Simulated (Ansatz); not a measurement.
CH₆GeTe (`[GeH3][CH2][TeH]`), relaxed with RKS PBE0-D4/def2-TZVP in Ansatz 0.2.0 from a PBE-D4/def2-SVP geometry. The force threshold is 0.005 eV/Å; the program also tests the step.

Charge 0, multiplicity 1. Te takes the def2 core potential.

Start:

```xyz
9

Ge   -0.921    1.040   -0.034
C     0.125   -0.625   -0.214
Te    2.003   -0.512    0.899
H    -1.240    1.301    1.461
H    -2.248    0.888   -0.827
H    -0.111    2.233   -0.604
H     0.361   -0.798   -1.281
H    -0.463   -1.476    0.178
H     2.495   -2.051    0.421
```

```json
{"step": "1", "energy (eV)": "-64938.2363", "largest force (eV/Å)": "0.539", "largest move (Å)": "0.000"}
{"step": "2", "energy (eV)": "-64938.2631", "largest force (eV/Å)": "0.342", "largest move (Å)": "0.056"}
{"step": "3", "energy (eV)": "-64938.2707", "largest force (eV/Å)": "0.085", "largest move (Å)": "0.024"}
{"step": "4", "energy (eV)": "-64938.2713", "largest force (eV/Å)": "0.013", "largest move (Å)": "0.010"}
{"step": "5", "energy (eV)": "-64938.2713", "largest force (eV/Å)": "0.006", "largest move (Å)": "0.003"}
{"step": "6", "energy (eV)": "-64938.2713", "largest force (eV/Å)": "0.001", "largest move (Å)": "0.001"}
```

End:

```xyz
9

Ge   -0.912    1.028   -0.034
C     0.126   -0.624   -0.214
Te    1.966   -0.509    0.880
H    -1.222    1.287    1.449
H    -2.229    0.885   -0.815
H    -0.107    2.210   -0.597
H     0.360   -0.793   -1.264
H    -0.453   -1.462    0.172
H     2.471   -2.022    0.424
```

It took 20 s on 4 threads of an Arm Neoverse V1 on a shared host, with 0.44 GiB of host memory at the peak.
